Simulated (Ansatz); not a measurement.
`[CH3][Al]([CH3])[Cl]` + HCl → `[CH3][Al]([Cl])[Cl]` + CH₄  (ligand exchange at the Al–C bond)

Gas-phase electronic energies from Ansatz, PBE0-D4/def2-TZVP geometries. CCSD(T)/CBS is the MP2 limit (def2-TZVPP, def2-QZVPP) plus CCSD(T) − MP2 in def2-TZVPP, frozen cores. This one scheme is used for every species. Functionals use def2-TZVPP. HSE06 is defined as in plane-wave codes.

`[CH3][Al]([CH3])[Cl]`:

```xyz
10

C     0.456    1.282    1.113
Al   -0.560   -0.102    0.207
C     0.063   -1.173   -1.289
Cl   -2.521   -0.494    0.891
H    -0.099    1.740    1.934
H     1.389    0.875    1.519
H     0.742    2.074    0.413
H     0.038   -2.239   -1.039
H     1.082   -0.919   -1.591
H    -0.590   -1.043   -2.157
```

HCl:

Z-matrix (Å, degrees):
```
Cl
H 1 1.279
```

`[CH3][Al]([Cl])[Cl]`:

Z-matrix (Å, degrees):
```
C
Al 1 1.928
H 1 1.091 2 111.8
H 1 1.094 2 110.4 3 121.0
H 1 1.094 2 110.4 3 -121.0
Cl 2 2.090 1 121.2 3 -179.9
Cl 2 2.090 1 122.3 3 0.1
```

CH₄:

Cartesian coordinates in Å:
```
C 0.000 0.000 0.000
H 1.009 0.308 -0.274
H -0.121 -1.065 -0.197
H -0.724 0.563 -0.589
H -0.164 0.194 1.060
```

```
             level  ΔE (kcal/mol)  difference from CCSD(T)/CBS
            PBE-D4          -38.9                          1.5
            B97M-V          -41.5                         -1.1
           PBE0-D4          -39.9                          0.5
        r2SCANh-D4          -41.3                         -0.9
          HSE06-D4          -39.9                          0.5
           ωB97M-V          -40.1                          0.3
               PBE          -39.0                          1.4
              BLYP          -40.0                          0.4
           r2SCAN0          -41.5                         -1.1
  CCSD(T)/def2-SVP          -42.0                         -1.6
     HF/def2-TZVPP          -43.9                         -3.5
    MP2/def2-TZVPP          -41.0                         -0.6
SCS-MP2/def2-TZVPP          -41.0                         -0.6
     HF/def2-QZVPP          -43.8                         -3.4
SCS-MP2/def2-QZVPP          -41.3                         -0.9
      HF/CBS(def2)          -43.8                         -3.4
       CCSD(T)/CBS          -40.4                            0
```

Largest T1 diagnostic among the species: 0.009.

From PBE to PBE0 (25 % exact exchange), in def2-TZVPP and without D4, ΔE moves by −1.0 kcal/mol. At CCSD(T), def2-SVP lies −1.6 kcal/mol from the extrapolated value and def2-TZVPP +0.6 kcal/mol. Leaving LDA and LC-ωPBE aside and taking each functional with its dispersion term where it has one, the values, not all of them listed here, spread over 3.2 kcal/mol, from BHLYP-D4 to PBE-D4. LDA lies +1.3 kcal/mol from PBE without D4.
